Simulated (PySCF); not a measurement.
Correlation energy of Hg²⁺ (mercury, charge +2)

[Xe] 4f14 5d9 6s1, high-spin 3D determinant (an excited configuration). All numbers are calculated (PySCF 2.14, the spin-free X2C one-electron Hamiltonian (Gaussian nucleus), in x2c-TZVPPall with one added diffuse shell each of s, p, d, f type (12s8p8d4f1g, 113 functions)). Frozen: [Xe] 4f14; 10 electrons correlated.

```csv
level,correlation energy (mhartree)
CCSD,-277.10
(T),-7.58
CCSD(T),-284.68
```

Diagnostics: T1 = 0.0053, D1 = 0.0188, largest double amplitude 0.018.

Task: Is a single reference adequate?

Result: Yes, within this model without spin-orbit coupling: T1 lies below 0.03 and no double amplitude reaches 0.07.
